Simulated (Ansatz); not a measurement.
Species: C3H9Si, net charge 0, doublet state. It need not be the lowest isomer of its formula. 
Geometry from a B3LYP-D3(BJ)/def2-TZVP (Ansatz, a quantum-chemistry and plane-wave program) optimisation:
```
Si
C 1 1.8861
H 2 1.0914 1 111.41
H 2 1.0914 3 108.02 1 122.68
H 2 1.0958 3 107.84 4 116.31
C 1 1.8861 2 110.08 3 179.59
H 6 1.0914 1 111.41 2 -179.59
H 6 1.0914 7 108.02 1 -122.68
H 6 1.0958 7 107.84 8 -116.31
C 1 1.8861 2 110.08 3 -58.88
H 10 1.0914 1 111.41 2 58.88
H 10 1.0914 11 108.02 1 -122.68
H 10 1.0958 11 107.84 12 -116.31
```
Charge 0, spin multiplicity 2.

Property: atomisation energy (electronic, to ground-state atoms), in kJ/mol. Cores are frozen in the correlated levels unless marked. UHF or UKS for open shells. No spin-orbit coupling. No relativistic terms. The coupled-cluster limit lacks core correlation, which all-electron functionals hold. CBS(X,Y): correlation extrapolated as X^-3; Hartree-Fock from the larger set.

| level | program | atomisation energy (kJ/mol) |
|---|---|---|
| PBE0-D3(BJ)/def2-TZVPD | Ansatz + dftd3 | 4785.0 |
| B2GP-PLYP-D3(BJ)/def2-TZVPD | Ansatz + dftd3 | (withheld) |
| SCS-MP2/cc-pV(Q+d)Z | Ansatz | 4752.4 |
| CCSD/def2-QZVPP | Ansatz | 4672.4 |
| CCSD(T)/CBS(def2-TZVPPD,def2-QZVPPD) | Ansatz | 4760.4 |

**Question.** Some entries are withheld; supply them.

**Answer.** 
- B2GP-PLYP-D3(BJ)/def2-TZVPD, atomisation energy (kJ/mol): 4709.9
